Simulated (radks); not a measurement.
The numbers below are computed, except where a source is named.
Q: Radial electron density D(r) = 4 pi r^2 rho(r) of an atom or ion with 2 electrons. Code: a radial shooting solver on a logarithmic mesh with Libxc functionals. Model: non-relativistic Kohn-Sham, SCAN, spin-unpolarised, spherical densities, point nucleus; meta-GGA in the generalised Kohn-Sham scheme.

r (bohr)  D(r) (e/bohr)
0.01833          0.3269
0.02221          0.4581
0.02713          0.6444
0.03287          0.8832
0.04015           1.208
0.04865           1.602
0.05942           2.102
0.072             2.657
0.08794           3.280
0.1066            3.864
0.1301            4.367
0.1577            4.645
0.1926            4.620
0.2334            4.248
0.285             3.535
0.3454            2.674
0.4218            1.796
0.5111            1.143
0.6193           0.7490
0.7564           0.5601
0.9166           0.4753
1.119            0.3863
1.356            0.2713
1.657            0.1480
2.007           0.06202
2.452           0.01740
2.971          0.003365
3.629         0.0003570

What is the nuclear charge?

A: Z = 6. The innermost maximum, from 1s, lies near 1/Z = 0.167 bohr (found: 0.172), and its height grows with Z. The density is that of the carbon ion C4+ in 1s1.5 2p0.5; the configuration itself is not fixed sharply by these data. D(r) has 1 maximum, at r = 0.172 bohr.
